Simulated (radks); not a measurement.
The titanium ion Ti2+ inside a hard spherical wall (all orbitals vanish at R), configuration held at [Ar] 3d2 and not refilled when levels cross. All-electron calculation, non-relativistic Kohn-Sham, LDA (Slater exchange, VWN5 correlation), spin-polarised, spherical densities, point nucleus; open shells are filled with parallel spins first. Program: a radial shooting solver on a logarithmic mesh with Libxc functionals. Eigenvalues in eV for spin up, with the zero of energy where the potential of the charges vanishes at infinity; a dash marks a level that is unbound or too diffuse for the functional's potential to be trusted. A positive occupied level is held by the wall or, in an anion where self-interaction has pushed it up, behind a barrier. The pressure on the wall is -dE/dV.

| R (bohr) | E (hartree) | kinetic (hartree) | e(2p) | e(3s) | e(3p) | e(3d) | e(4s, empty) | e(4p, empty) | pressure (GPa) |
|---|---|---|---|---|---|---|---|---|---|
| free | -846.53057 | 845.342 | -459.15 | -78.125 | -55.372 | -20.735 | -17.143 | -12.556 | 0 |
| 20 | -846.53057 | 845.342 | -459.15 | -78.125 | -55.372 | -20.735 | -17.143 | -12.556 | < 0.0001 |
| 15 | -846.53057 | 845.342 | -459.15 | -78.125 | -55.372 | -20.735 | -17.143 | -12.556 | < 0.0001 |
| 12 | -846.53057 | 845.342 | -459.15 | -78.125 | -55.372 | -20.735 | -17.143 | -12.556 | < 0.0001 |
| 6 | -846.53011 | 845.346 | -459.11 | -78.092 | -55.340 | -20.700 | -16.900 | -11.915 | 0.0588 |
| 3 | -846.34550 | 846.449 | -454.60 | -74.950 | -52.176 | -16.381 | 2.623 | 12.887 | 113 |
| 2.5 | -845.88704 | 848.932 | -448.17 | -70.697 | -47.597 | -10.389 | 26.585 | 39.144 | 637 |
| 1.5 | -834.59536 | 890.810 | -383.76 | -13.738 | 13.182 | 53.413 | 266.89 | 275.15 | 39900 |
